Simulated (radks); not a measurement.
Question: These are the eigenvalues of the occupied orbitals of an atom or ion with whole-number occupations (Ry). All-electron calculation, scalar-relativistic Kohn-Sham, SCAN, spin-unpolarised, spherical densities, finite nucleus; meta-GGA in the generalised Kohn-Sham scheme; Fermi nuclear charge, rms radius of each element as measured or else 0.836 A^(1/3) + 0.57 fm. Program: a radial shooting solver on a logarithmic mesh with Libxc functionals.

1s: -518.2654
2s: -63.02930
2p: -53.89421
3s: -9.15458
3p: -6.53142
3d: -2.43750
4p: -1.20560

Which element is it, and in what charge state? The configuration may be excited.

Answer: Z = 26, iron, charge +2: Fe2+ in [Ar] 3d5 4p1. The list shows which subshells hold electrons but not how many an open one holds; the 1s level, -259.13 hartree, gives Z - s = 22.8 by -(Z - s)^2/2, which with screening and relativity narrows Z to a few neighbours, and the depths of the outer levels then fix element, charge and occupations together.
